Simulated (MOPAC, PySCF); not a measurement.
HBr3OSi, SMILES `O[Si](Br)(Br)Br` (H–O–Si–Br torsion 180°), neutral singlet in the gas phase. 

Cartesian coordinates (Å):
SMILES: O[Si](Br)(Br)Br
```xyz
6

O     -0.5127    -0.7390    -1.0421
Si     0.1294     0.2400     0.0773
Br     0.8480     2.0057    -0.9906
Br     1.7946    -0.7476     1.1263
Br    -1.3763     0.8160     1.5774
H     -0.8831    -1.5751    -0.7484
```
Charge 0, spin multiplicity 1.

All levels are single points at this geometry (PBE0-D4/def2-TZVP); Pople sets use spherical d functions. Orbital energies aren't observables, and empty levels follow the basis.

```tsv
level	HOMO (eV)	LUMO (eV)	gap (eV)	dipole (D)	vertical IE, Delta-SCF (eV)
B3LYP-D3(BJ)/def2-TZVP in PySCF	-8.24	-1.22	7.01	1.51	10.31
PBE-D3(BJ)/def2-TZVP in PySCF	-7.23	-1.87	5.36	1.47	–
PBE0-D4/def2-TZVP in PySCF	-8.52	-0.97	7.55	1.51	10.42
B3LYP/3-21G in PySCF	-8.06	-1.26	6.79	2.04	–
BP86/6-31G* in PySCF	-7.31	-2.08	5.23	1.76	–
HF/STO-3G in PySCF	-9.04	6.46	15.49	1.97	–
PM3 in MOPAC	-12.03	-2.73	9.30	2.92	–
PM6 in MOPAC	-10.55	-1.52	9.03	1.96	–
PM7 in MOPAC	-10.44	-1.46	8.98	1.29	–
```
